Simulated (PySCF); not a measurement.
PySCF 2.14 output of an unrestricted PBE calculation on a single atom or ion in def2-TZVPPD (6s6p4d2f1g, 67 functions), with the non-relativistic Hamiltonian (point nucleus):

```
SCF conv_tol = 1e-09
number electrons alpha = 15  beta = 10
    J. P. Perdew, K. Burke, and M. Ernzerhof.,  Phys. Rev. Lett. 77, 3865 (1996)
    J. P. Perdew, K. Burke, and M. Ernzerhof.,  Phys. Rev. Lett. 78, 1396 (1997)
    J. P. Perdew, K. Burke, and M. Ernzerhof.,  Phys. Rev. Lett. 77, 3865 (1996)
    J. P. Perdew, K. Burke, and M. Ernzerhof.,  Phys. Rev. Lett. 78, 1396 (1997)
cycle= 1 E= -1150.6693693382  delta_E= -7.69e-05  |g|= 0.275  |ddm|= 0.383
cycle= 2 E= -1150.56822666975  delta_E= 0.101  |g|= 0.706  |ddm|= 0.527
cycle= 3 E= -1150.69078882191  delta_E= -0.123  |g|= 0.0565  |ddm|= 0.308
cycle= 4 E= -1150.69190306643  delta_E= -0.00111  |g|= 0.00708  |ddm|= 0.0524
cycle= 5 E= -1150.69191770677  delta_E= -1.46e-05  |g|= 0.000262  |ddm|= 0.00494
cycle= 6 E= -1150.69191773103  delta_E= -2.43e-08  |g|= 4.13e-05  |ddm|= 0.000173
cycle= 7 E= -1150.69191773159  delta_E= -5.63e-10  |g|= 1.42e-05  |ddm|= 2.98e-05
converged SCF energy = -1150.69191773159  <S^2> = 8.7530606  2S+1 = 6.0010201
```

The run itself started from symmetry-adapted Hartree-Fock orbitals and held the occupation by maximum overlap, on a logarithmic radial grid, so the iterations belong to that start.

Problem. Which element, charge and spin multiplicity is this?

Solution. Mn (manganese, neutral), multiplicity 6; the state was [Ar] 3d6 4s1, high-spin 6D determinant (an excited configuration).
